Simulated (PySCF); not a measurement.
BeFBr, SMILES [F][Be][Br]. Geometry optimised at PBE0-D3(BJ)/def2-TZVP.

These are PySCF 2.14.0 with PBE0-D3(BJ)/def2-TZVP values and carry that method's errors.

Harmonic wavenumbers (cm⁻¹): 273, 273, 420, 1376. Rotational constants (GHz): 2.737 (linear); symmetry number 1.

Problem. Work out the zero-point energy and the ideal-gas rigid-rotor harmonic-oscillator thermochemistry at 298.15 K and 1 atm.

Solution. ZPE = ½ Σ hcν = ½ × 2343 cm⁻¹ = 3.35 kcal/mol. H − E(el) = 6.18 kcal/mol. Entropy in cal/(mol K): translation 39.95, rotation 17.34, vibration 4.06, total 61.35. G − E(el) = -12.11 kcal/mol. Cp = 11.94 cal/(mol K).
